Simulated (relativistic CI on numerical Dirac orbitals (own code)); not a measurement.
**Be III: what numerical and physical settings do to a radial Dirac CI calculation**

Reference input:

```
atom Be  Z=4  charge=2  electrons=2
nucleus A=9  rms_radius_fm=2.5190
hamiltonian dirac-coulomb  breit=on  qed=on  c_scale=1
orbitals kli  potential=per-configuration
slater_scale 1
correlation none
mixing on
grid step=0.0125 r_max=24.9
scf mixing=0.4 start=green max_iterations=150 tolerance=2e-08 node_fill=0.05
configurations
  1s2
  1s 2s
  1s 2p
end
```

Computed lowest total energy -13.61299 Ha, first excitation 947562.6 cm⁻¹, 25 SCF steps. Runs with settings changed; * marks those that are bad on purpose (the QED terms keep the true α when c is scaled):

```tsv
Changed	Outcome	Lowest level	ΔE (Ha)	First excitation (cm⁻¹)	SCF steps	Message
end of the grid at 74.7 bohr	converged	1s2 1S_0	0	947562.6	25	
speed of light × 2	converged	1s2 1S_0	0.00151	947558.8	25	
speed of light × 1.25, grid step 0.02, Slater scale 0.6	converged	1s2 1S_0	0.000728	950108.0	25	
Breit term off, nuclear radius 3.2747 fm, Slater scale 1.2	converged	1s2 1S_0	-0.000666	946434.8	25	
nuclear radius 2519.0 fm *	converged	1s2 1S_0	0.462	910906.6	25	
configuration list: extra electron *	refused				0	configuration 1s 2p 3s has 3 electrons, the ion has 2
```

With so few configurations and no correlation, terms lie too far apart (by 10 to 50 % near neutrality), their order can be wrong, and levels of other configurations are missing.
